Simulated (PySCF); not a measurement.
PySCF job for H3MnO3, SMILES [OH][Mn]([OH])[OH] (connectivity only; charge and spin as stated), neutral, multiplicity 5, PBE0-D3(BJ)/def2-SVP. The structure is a stationary point at PBE0-D3(BJ)/def2-SVP. The multiplicity is an assumed one; other spin states were not compared. The values are those of a single conformer.

```python
import numpy as np
from pyscf import gto, scf, dft, df
from pyscf.hessian import thermo

mol = gto.M(
    atom='''
    Mn    0.11164505    0.09323836    0.01444033
    O    -1.11597530   -1.18791613   -0.06066340
    H    -1.92687099   -0.88730547   -0.48957655
    O    -0.51502147    1.48938564   -0.88819090
    H    -1.11703967    1.56916788   -1.63162027
    O     1.46476590   -0.51329909    0.98233140
    H     1.58263135   -1.31818480    1.49237174
    ''',
    basis='def2-SVP',
    charge=0,
    spin=4,
    max_memory=1600,
    verbose=3,
)
mf = dft.UKS(mol, xc='pbe0').density_fit(auxbasis='def2-universal-jkfit')
mf.disp = 'd3bj'
mf.grids.level = 3
mf.conv_tol = 1e-11
mf.max_cycle = 100
mf.kernel()
fine, coarse = mf.grids, dft.Grids(mol).set(level=1).build(with_non0tab=True)
for _ in range(3):  # follow internal instabilities
    mf.grids = coarse
    mo, _, stable, _ = mf.stability(return_status=True, nroots=4)
    mf.grids = fine
    if stable:
        break
    mf.kernel(mf.make_rdm1(mo, mf.mo_occ))

# [left out here: the lines that compute and print the analytic Hessian (its translational invariance restored by hand, since the grid's response is missing), thermochemistry and intensities]
```

Output:

```

WARN: HOMO 0.0962549445873533 >= LUMO -0.0143112109545305


WARN: HOMO -0.551756836038154 >= LUMO -0.642091721440781


WARN: HOMO -0.537225559636305 >= LUMO -0.573917763826951


WARN: HOMO -0.388293319106746 >= LUMO -0.493195059868071


WARN: HOMO -0.387666495349751 >= LUMO -0.475734789970652


WARN: HOMO -0.452566459856563 >= LUMO -0.467139053365979


WARN: HOMO 0.41263957549925 >= LUMO 0.137995059788969


WARN: HOMO -0.234899917863121 >= LUMO -0.24243348112492

converged SCF energy = -1377.75390366893  <S^2> = 6.056662  2S+1 = 5.0226137
<class 'pyscf.df.df_jk.DFUKS'> wavefunction is stable in the internal stability analysis

WARN: DFTD3 does not support analytical Hessian, using finite difference


WARN: Mole.unit (angstrom) is changed to Bohr

Mode                                 0                   1                   2
Irrep
Freq [cm^-1]                      108.9768            132.4663            163.3505
Reduced mass [au]                   1.6203              1.9112              3.5649
Force const [Dyne/A]                0.0113              0.0198              0.0560
Char temp [K]                     156.7933            190.5894            235.0250
Normal mode                   x     y     z       x     y     z       x     y     z
       0  Mn                 0.01  0.03 -0.01   -0.01  0.03 -0.01    0.03 -0.03 -0.07
       1   O                 0.07 -0.03  0.05    0.08 -0.07  0.08   -0.02  0.01  0.05
       2   H                 0.01  0.01  0.18    0.10 -0.22 -0.07   -0.05  0.04  0.14
       3   O                -0.07  0.02  0.02    0.05  0.03 -0.04   -0.03  0.04  0.09
       4   H                 0.49 -0.11 -0.45   -0.34  0.29  0.31   -0.12  0.15  0.17
       5   O                -0.04 -0.08  0.00   -0.06 -0.05  0.01   -0.04  0.04  0.07
       6   H                -0.30 -0.13 -0.02   -0.18 -0.22 -0.24   -0.19  0.17  0.31
Mode                                 3                   4                   5
Irrep
Freq [cm^-1]                      175.8260            219.2347            314.8960
Reduced mass [au]                   3.2423              1.2944              1.1983
Force const [Dyne/A]                0.0591              0.0367              0.0700
Char temp [K]                     252.9745            315.4300            453.0653
Normal mode                   x     y     z       x     y     z       x     y     z
       0  Mn                -0.05 -0.03 -0.01   -0.01  0.02  0.02    0.01 -0.01 -0.01
       1   O                -0.00 -0.08  0.04    0.02 -0.01 -0.01   -0.04  0.04  0.06
       2   H                -0.02 -0.14  0.02    0.08 -0.10 -0.18    0.32 -0.21 -0.79
       3   O                 0.11  0.07  0.04    0.01 -0.00 -0.02   -0.04 -0.01  0.03
       4   H                 0.38  0.22 -0.16   -0.09  0.01  0.06    0.15  0.06 -0.11
       5   O                 0.02  0.08 -0.04    0.03 -0.06 -0.08    0.00  0.00  0.01
       6   H                 0.10  0.13  0.03   -0.37  0.35  0.66    0.05 -0.04 -0.07
Mode                                 6                   7                   8
Irrep
Freq [cm^-1]                      489.5344            567.1506            662.1301
Reduced mass [au]                   1.3366              1.4381              4.5563
Force const [Dyne/A]                0.1887              0.2725              1.1769
Char temp [K]                     704.3310            816.0034            952.6578
Normal mode                   x     y     z       x     y     z       x     y     z
       0  Mn                 0.00  0.00 -0.01    0.01  0.01  0.00    0.01  0.00  0.00
       1   O                 0.02 -0.01  0.03    0.05  0.03  0.01   -0.06 -0.07 -0.00
       2   H                -0.03 -0.25 -0.03    0.07  0.16  0.06   -0.00  0.07 -0.01
       3   O                 0.02  0.09  0.00   -0.02 -0.06 -0.00   -0.07  0.11 -0.09
       4   H                -0.12 -0.64  0.03    0.11  0.49 -0.04   -0.04  0.27 -0.09
       5   O                -0.07 -0.04 -0.01   -0.10 -0.04 -0.03    0.09 -0.06  0.07
       6   H                 0.46  0.13  0.13    0.56  0.20  0.18    0.25 -0.01  0.13
Mode                                 9                  10                  11
Irrep
Freq [cm^-1]                      699.2566            738.0710            851.1348
Reduced mass [au]                  16.8272              2.3065              1.7366
Force const [Dyne/A]                4.8477              0.7403              0.7412
Char temp [K]                    1006.0746           1061.9199           1224.5935
Normal mode                   x     y     z       x     y     z       x     y     z
       0  Mn                -0.05 -0.05 -0.00   -0.02  0.04 -0.03    0.04 -0.03  0.03
       1   O                 0.13  0.14  0.01   -0.01  0.02 -0.01   -0.02  0.05 -0.02
       2   H                 0.07 -0.00  0.04   -0.26 -0.53  0.09   -0.31 -0.61  0.10
       3   O                -0.02  0.05 -0.03    0.02 -0.09  0.05   -0.04  0.04 -0.05
       4   H                -0.03  0.01 -0.02    0.09  0.07  0.01    0.02  0.23 -0.07
       5   O                 0.06 -0.02  0.04    0.08 -0.06  0.07   -0.05  0.03 -0.04
       6   H                -0.01 -0.04  0.02    0.17 -0.03  0.09   -0.12  0.02 -0.06
Mode                                12                  13                  14
Irrep
Freq [cm^-1]                     3875.5391           3951.3603           3955.2269
Reduced mass [au]                   1.0663              1.0675              1.0678
Force const [Dyne/A]                9.4363              9.8200              9.8424
Char temp [K]                    5576.0378           5685.1277           5690.6909
Normal mode                   x     y     z       x     y     z       x     y     z
       0  Mn                -0.00  0.00 -0.00   -0.00  0.00 -0.00   -0.00 -0.00 -0.00
       1   O                -0.05  0.02 -0.03    0.00 -0.00  0.00   -0.00  0.00 -0.00
       2   H                 0.82 -0.29  0.43   -0.01  0.00 -0.00    0.02 -0.01  0.01
       3   O                 0.00  0.00  0.00    0.03 -0.01  0.04   -0.02  0.00 -0.03
       4   H                -0.01  0.00 -0.02   -0.51  0.08 -0.63    0.32 -0.05  0.39
       5   O                -0.00  0.00 -0.00    0.00 -0.03  0.02    0.01 -0.04  0.03
       6   H                 0.00 -0.02  0.01   -0.07  0.43 -0.27   -0.11  0.68 -0.44
temperature 298.1500 [K]
pressure 101325.00 [Pa]
Rotational constants [GHz] 8.05361 4.80827 3.01503
Symmetry number 1
Zero-point energy (ZPE) 0.03851 [Eh]   101109.295 [J/mol]
                           tot       elec      trans        rot        vib
Entropy [J/mol/K]       356.409     13.382    166.902    106.373     69.752
Cv [J/mol/K]             94.052      0.000     12.472     12.472     69.109
Cp [J/mol/K]            102.367      0.000     20.786     12.472     69.109
Internal energy [J/mol]                      3718.434   3718.434 112558.757
Internal energy [Eh]   -1377.70820  -1377.75390
Enthalpy [J/mol]                             6197.391   3718.434 112558.757
Enthalpy [Eh]          -1377.70726
Gibbs free energy [J/mol]                  -43564.431 -27996.820  91762.235
Gibbs free energy [Eh] -1377.74773
mode   freq/cm-1   IR/(km/mol)
   1      108.98        36.487
   2      132.47        41.278
   3      163.35         1.731
   4      175.83         5.397
   5      219.23       139.824
   6      314.90       210.842
   7      489.53       170.536
   8      567.15       164.006
   9      662.13        18.906
  10      699.26       145.860
  11      738.07       141.937
  12      851.13        96.431
  13     3875.54        73.579
  14     3951.36       259.187
  15     3955.23        26.435
max |gradient| / (hartree/bohr): 0.00013732897456511368
APT charges: [ 1.6636 -0.713   0.2583 -0.9094  0.3138 -0.9446  0.3313]
```

The calculation finished and met its thresholds.
